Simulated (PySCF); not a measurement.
A structure optimised at PBE-D3(BJ)/def2-SVP, used in a PySCF frequency run:

```
Al
Se 1 2.3305
H 2 1.4866 1 90.92
Se 1 2.3333 2 116.52 3 -165.84
H 4 1.4861 1 91.39 2 -164.72
Se 1 2.3354 2 119.46 3 14.62
H 6 1.4861 1 91.63 2 -166.88
```

### Question
Write its SMILES and formula.

### Answer
[SeH][Al]([SeH])[SeH], AlH3Se3

### Question
What are its rotational constants (standard atomic weights)?

### Answer
0.79694, 0.74417, 0.38506 GHz
